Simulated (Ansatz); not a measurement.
# Molecular dynamics, step by step

GeNH$_{5}$, closed shell, B3LYP-D4/def2-SVP (Ansatz 0.2.0). Settings (timestep in fs, temperature in K, friction in 1/fs; T counts 21 degrees of freedom, while the starting velocities carry no drift of the centre of mass, so T starts below the set value):

```yaml
hamiltonian: {xc: {name: B3LYP}, dispersion: d4}
md: {n_steps: 40, timestep: 0.5, temperature: 300, ensemble: nvt_langevin, seed: 0, friction: 0.002, initial_velocities: maxwell_boltzmann}
```

Start, the saddle point found with PBE0-D4 in triple zeta (not stationary at another level):

```xyz
7
angstrom
Ge -0.6078 -0.1593 0.0997
H 0.6963 0.8013 1.1160
N 0.5055 0.0799 -1.2514
H 0.9609 0.6133 0.2075
H -1.7520 0.8438 0.3235
H -0.7565 -1.3866 1.0310
H 0.9538 -0.7924 -1.5262
```

```csv
step,time (fs),potential energy less the start (meV),kinetic energy (meV),T (K)
0,0.00,0.0,232.7,257
2,1.00,17.7,219.8,243
4,2.00,50.4,189.4,209
6,3.00,54.3,190.4,210
8,4.00,-1.1,247.7,274
10,5.00,-128.6,369.6,408
12,6.00,-353.2,592.8,655
14,7.00,-766.5,1006.4,1112
16,8.00,-1501.6,1758.2,1943
18,9.00,-2405.1,2640.5,2918
20,10.00,-2678.1,2924.9,3233
22,11.00,-2522.7,2829.7,3127
24,12.00,-3185.3,3371.6,3726
26,13.00,-3161.7,3349.0,3701
28,14.00,-2598.7,2832.5,3130
30,15.00,-2100.8,2316.8,2561
32,16.00,-1782.0,1992.1,2202
34,17.00,-1640.1,1860.9,2057
36,18.00,-1710.9,1927.0,2130
38,19.00,-2018.7,2188.9,2419
40,20.00,-2531.2,2703.1,2987
```

Step 20, positions (Å) and forces (eV/Å):

```tsv
atom	x	y	z	Fx	Fy	Fz
Ge1	-0.615	-0.153	0.115	-0.487	0.150	2.342
H2	0.313	0.580	1.175	-0.457	-0.010	0.082
N3	0.555	0.100	-1.258	-2.348	-2.375	-4.098
H4	1.089	0.396	-0.561	4.640	2.612	2.959
H5	-1.813	0.784	0.036	-0.524	-0.311	-0.221
H6	-0.705	-1.517	0.868	-0.451	-0.024	-0.626
H7	1.046	-0.761	-1.521	-0.374	-0.041	-0.438
```

Step 26, positions (Å) and forces (eV/Å):

```csv
atom,x,y,z,Fx,Fy,Fz
Ge1,-0.618,-0.150,0.124,0.540,-0.268,0.649
H2,0.087,0.501,1.247,0.538,0.827,1.245
N3,0.565,0.101,-1.265,4.670,-0.977,-0.718
H4,1.565,0.479,-0.947,-2.972,0.089,-0.073
H5,-1.855,0.682,-0.076,-0.689,-0.067,-0.385
H6,-0.768,-1.561,0.749,-0.309,-0.145,-0.615
H7,1.075,-0.783,-1.571,-1.778,0.540,-0.104
```

Step 28, positions (Å) and forces (eV/Å):

| atom | x | y | z | Fx | Fy | Fz |
| --- | --- | --- | --- | --- | --- | --- |
| Ge1 | -0.619 | -0.149 | 0.127 | 0.553 | -0.201 | 0.367 |
| H2 | 0.020 | 0.489 | 1.290 | 0.550 | 0.833 | 1.266 |
| N3 | 0.569 | 0.098 | -1.270 | 5.913 | 0.124 | -0.691 |
| H4 | 1.736 | 0.540 | -1.046 | -4.794 | -0.863 | -0.005 |
| H5 | -1.881 | 0.647 | -0.121 | -0.513 | -0.086 | -0.371 |
| H6 | -0.796 | -1.579 | 0.695 | -0.222 | -0.151 | -0.575 |
| H7 | 1.056 | -0.779 | -1.591 | -1.488 | 0.343 | 0.009 |

Last step (40):

```xyz
7
angstrom
Ge -0.6236 -0.1432 0.1470
H -0.3173 0.5017 1.6465
N 0.6690 0.0984 -1.3088
H 1.7551 0.6438 -1.5236
H -2.0426 0.3966 -0.4286
H -0.9686 -1.6885 0.2865
H 0.7950 -0.8335 -1.7696
```

Hardware: 2 CPU threads of an Arm Neoverse V1, shared host. Wall time about 44 s.
